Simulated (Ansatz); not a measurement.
A trace of molecular dynamics of AlF2H4N (8 atoms, charge 0, multiplicity 1).

Method: RKS PBE-D4/6-31G* in Ansatz.

| Quantity | Value |
| --- | --- |
| ensemble | NVE (velocity Verlet) |
| starting velocities drawn for | 100 K |
| seed | 4280 |

```
time (fs)  T (K)  potential energy less start (eV)  conserved less start (meV/atom)
        0    100                             0.000                             0.00
        4     69                             0.024                             0.01
        8     44                             0.044                             0.01
       12     59                             0.032                             0.02
       16    169                            -0.053                             0.05
       20    621                            -0.405                            -0.18
       24    892                            -0.617                            -0.32
       28    841                            -0.574                             0.08
       32   1054                            -0.739                             0.06
       36   1089                            -0.767                            -0.04
       40   1325                            -0.953                            -0.40
       44   1291                            -0.927                            -0.42
       48   1101                            -0.777                             0.02
       52   1064                            -0.746                             0.21
       56    911                            -0.628                             0.06
       60    916                            -0.636                            -0.32
       64    935                            -0.650                            -0.33
       68    650                            -0.427                            -0.01
       72    625                            -0.407                             0.02
       76    536                            -0.338                             0.04
       80    710                            -0.474                            -0.09
       84    837                            -0.572                            -0.11
       88    807                            -0.549                            -0.06
       92   1121                            -0.794                            -0.21
       96    973                            -0.677                             0.03
      100   1144                            -0.810                            -0.08
```

Can this run be trusted? Judge the integration.

The conserved energy stayed within 0.46 meV per atom of its start (net change -0.076 meV per atom), so the integration is sound. The kinetic energy rose, since the run started high on the potential surface and went downhill. A run of 0.1 ps of so small a system gives no equilibrium averages. The orbitals stay closed-shell, which can raise the energy where a bond breaks towards radicals; this wasn't checked here. The time step was 0.5 fs.

The run took 4.3 min on 1 thread of Intel(R) Xeon(R) Platinum 8488C (Sapphire Rapids) (shared host), peak memory 0.14 GiB.
